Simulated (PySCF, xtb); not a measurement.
CHI2, SMILES I[CH]I, multiplicity 2.

Harmonic wavenumbers (cm⁻¹) from GFN2-xTB in xtb at its own minimum, in rising order: 126, 461, 583, 725, 1137, 3076.

Problem. What does PySCF with PBE-D3(BJ)/def2-SVP give at its own minimum? (Estimate from the structure and the level; the computed values follow.)

Solution. 126, 277, 504, 682, 1071, 3148. Paired by order, the mean absolute difference is 74 cm⁻¹ and the zero-point energies are 8.7 and 8.3 kcal/mol.
